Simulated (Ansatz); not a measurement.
Born–Oppenheimer molecular dynamics of C3H10AlF (15 atoms, charge 0, multiplicity 1). It starts at the highest image of a converged band. Of that band: Neighbouring images differ by up to 1.4 eV, so the band resolves the path poorly. A vibrational analysis at the climbing image gives one clearly imaginary mode, 716i cm⁻¹: a first-order saddle point.

Computed with Ansatz 0.2.0, UKS BHLYP-D4/def2-SVP.

- ensemble: NVE (velocity Verlet)
- time step: 0.5 fs
- steps asked: 200
- starting velocities drawn for: 300 K
- seed: 3678

First frame:

```xyz
15
Properties=species:S:1:pos:R:3
Al 0.258 0.043 -0.125
F 1.196 -1.499 0.594
C 0.004 -0.226 -2.037
C 1.007 1.659 0.665
H 0.209 -1.493 0.955
C -1.219 -0.850 1.050
H 0.909 0.005 -2.609
H -0.787 0.428 -2.425
H -0.283 -1.255 -2.276
H 1.225 1.536 1.731
H 1.936 1.966 0.172
H 0.310 2.501 0.573
H -2.036 -0.962 0.329
H -1.484 -0.068 1.770
H -1.245 -1.785 1.632
```

(1) How far do the bonds stretch over the last three quarters of this one trajectory? (Pairs bonded in most of those frames.)

## Answers

(1) 
```tsv
bond	mean (Å)	spread (Å)	shortest	longest
Al1–F2	1.678	0.062	1.58	1.77
Al1–C3	1.952	0.024	1.91	1.99
Al1–C4	1.952	0.017	1.93	1.99
C3–H7	1.100	0.028	1.06	1.15
C3–H8	1.103	0.040	1.04	1.17
C3–H9	1.094	0.003	1.09	1.10
C4–H10	1.096	0.011	1.08	1.12
C4–H11	1.099	0.020	1.07	1.14
C4–H12	1.098	0.016	1.07	1.13
H5–C6	1.108	0.058	0.99	1.21
C6–H13	1.100	0.034	1.04	1.16
C6–H14	1.104	0.039	1.04	1.16
C6–H15	1.104	0.032	1.04	1.16
```

Mean temperature of the second half: 1141 K. The conserved energy stayed within 0.32 meV per atom of its start (net change 0.14 meV per atom), so the integration is sound. The kinetic energy rose, since the run started high on the potential surface and went downhill. It ends in pieces (C2H6AlF + CH4), so much of that is their flight and rotation, not heat. A run of 0.1 ps of so small a system gives no equilibrium averages. The orbitals stay closed-shell, which can raise the energy where a bond breaks towards radicals; this wasn't checked here.

Run time: 17 min on 4 threads of Arm Neoverse N1 (shared host), peak memory 0.41 GiB.
